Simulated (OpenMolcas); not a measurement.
# Pr3+ in BaF2: curves along the breathing mode

Pr3+ with its 8 nearest fluoride ions, on the Ba site of BaF2 (a = 6.2001 Å, distance in the model lattice 2.685 Å). The rest of the host is ab initio model potentials to 7.6 Å and point charges beyond; the distance is set by hand and nothing relaxes, and no local charge compensation is placed. Ligand basis ANO-RCC-VDZP.

- Program: OpenMolcas 26.06
- Method: CASSCF
- Basis: ANO-RCC-VDZP [7s6p4d2f1g]
- Scalar Hamiltonian: DKH2, point nucleus
- Active space: 2 electrons in 7 orbitals (4f)
- State averaging: 2S+1 = 3 even, 21 roots; 2S+1 = 1 even, 27 roots kept (CI in the orbitals of an earlier block)
- Spin-orbit coupling: state interaction with AMFI integrals over the reference wave functions

Spin-free energies (labels of O, the rotations of Oh) in cm-1 above the lowest fitted minimum, as all ligands move together:

| R (Å) | 3T1 | 3E | 3T1(2) | 3T2 | 3A2 | 3T2(2) | 3T1(3) |
| --- | --- | --- | --- | --- | --- | --- | --- |
| 2.357 | 1390 | 1400 | 1900 | 2330 | 7140 | 7870 | 7890 |
| 2.412 | -20 | -20 | 420 | 780 | 5750 | 6360 | 6390 |
| 2.468 | 1020 | 1020 | 1400 | 1700 | 6810 | 7320 | 7370 |
| 2.523 | 4110 | 4110 | 4450 | 4700 | 9930 | 10360 | 10410 |
| 2.579 | 9070 | 9070 | 9370 | 9570 | 14910 | 15270 | 15330 |
| 2.634 | 15470 | 15480 | 15740 | 15910 | 21330 | 21640 | 21690 |
| 2.69 | 23350 | 23350 | 23590 | 23720 | 29220 | 29480 | 29540 |

Cubic fits give the following; the wavenumber is harmonic, with the mass of all moving ligands, small differences in it between states hang on the degree of the fit, a number in brackets counts states of one label, and the table is a selection of at most 14 states with clean curves.

```csv
State,R0 (Å),Breathing mode (cm-1),Minimum (cm-1)
3T1,2.416,413,0
3E,2.416,413,0
3T1(2),2.417,413,440
3T2,2.419,413,790
3A2,2.415,413,5770
3T2(2),2.418,414,6370
3T1(3),2.417,413,6410
1E,2.415,413,6670
1T2,2.417,413,6970
1T1,2.417,413,7170
1A1,2.420,414,7850
1E(2),2.415,413,20800
1T2(2),2.416,413,21350
1A2,2.415,413,25220
```

For an f ion spin-orbit coupling outweighs the ligand field, so these spin-free curves are not those of observable levels.

Without dynamic correlation the ligand-field splitting of an f shell can come out too small, at times by half. A group larger than the point group allows holds several states that coincide in this model. No measured value stands beside these numbers.
